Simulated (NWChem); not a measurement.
HfN₂H₆; SMILES [NH2][HfH2][NH2]

```xyz
9

Hf     0.0104     0.0660    -0.2641
N      1.6603     0.1620     0.8945
H      2.1774    -0.6347     1.2654
H      2.1326     1.0153     1.1920
N     -1.6442     0.0760     0.8884
H     -2.5741     0.0326     0.4689
H     -1.7549     0.1197     1.8983
H     -0.0411    -1.5254    -1.2464
H     -0.1209     1.5566    -1.3870
```
Atoms are numbered in this order, from 1.

Level: PBE0/def2-SVP with def2 effective core potentials on Hf (NWChem), optimised geometry, unscaled harmonic frequencies. def2 effective core potentials on Hf; no spin-orbit coupling.

```
frequency (cm⁻¹)  IR intensity (km/mol)
----------------  ---------------------
73                                  7.7
148                                 0.8
260                                23.6
289                                 2.8
415                                 0.0
421                                 5.1
483                               191.4
521                                43.3
522                               197.4
557                                12.5
613                                24.6
663                               275.9
682                               216.5
1496                               38.9
1506                               40.0
1664                              583.1
1703                              332.5
3550                               74.5
3552                               33.3
3643                               31.5
3658                               33.9
```

```json
{
  "zero_point_energy": "37.8 kcal/mol",
  "thermal correction to the enthalpy at 298.15 K (with zero-point energy)": "42.7 kcal/mol",
  "heat capacity Cv": "23.9 cal/(mol K)",
  "entropy at 298.15 K and 1 atm (symmetry number 1)": "82.2 cal/(mol K)"
}
```

Rigid rotor and harmonic oscillator; modes under 100 cm⁻¹ make the entropy uncertain.
